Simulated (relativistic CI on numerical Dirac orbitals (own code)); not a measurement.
# Cr2+ in a cubic cluster: 1s photoemission with charge transfer

Computed with a charge-transfer multiplet model of a cubic metal-ligand cluster with up to 2 ligand holes, Slater and spin-orbit integrals from Dirac-Coulomb-Breit ions, Slater integrals scaled by 0.8. The parameters are those of a tetrahedral site (10Dq negative, t2 hopping the larger). The ground state mixes d4 with configurations of k ligand holes L, whose averages lie at kΔ + k(k − 1)U_dd/2; a core hole lowers each added d electron by U_cd. 20 K, Lorentzian 1.1 eV and Gaussian 0.6 eV FWHM.

Atomic integrals in eV (Slater integrals scaled, ζ unscaled), ground: F2dd 7.675, F4dd 4.768, zeta_d 0.027; with the core hole: F2dd 9.148, F4dd 5.723, zeta_d 0.045, G2cd 0.043.

Cluster parameters (eV): Δ = 6.3, U_dd = 5.4, 10Dq = -0.4, 10Dq(ligand) = 0, V(eg) = 1.38, V(t2g) = -2.34, final-state hopping factor = 0.8.

```
         Case   n_d    d4   d5L  d6L2     S
U_cd = 4.8 eV  4.33  0.70  0.28  0.02  2.00
  U_cd = 6 eV  4.33  0.70  0.28  0.02  2.00
U_cd = 7.8 eV  4.33  0.70  0.28  0.02  2.00
```

Weights, n_d and S are thermal averages at 20 K. Binding energies count from the first peak over 30 % of the highest in each spectrum, which can be another peak from case to case. The parameters are a model scan and need not match a compound or its usual spin state. Peaks in eV (height, largest 100):
- U_cd = 4.8 eV: 0.0 (100), 3.8 (11)
- U_cd = 6 eV: 0.0 (100), 3.5 (17), 7.2 (7), 8.1 (8)
- U_cd = 7.8 eV: 0.0 (100), 3.4 (22), 8.3 (25)

For the case U_cd = 6 eV, Δ = 6.3 eV is larger than U_dd = 5.4 eV, the Mott-Hubbard side of the Zaanen-Sawatzky-Allen scheme. With the core hole the configuration with one ligand hole lies at Δ − U_cd = 1.5, 0.3, -1.5 eV from the one without, in the order of the table; where this is negative the screened configuration lies lower, though the effective hopping of about 3.9 eV (from the holes of the mixed ground state) mixes the two strongly wherever it is as large as the gap.
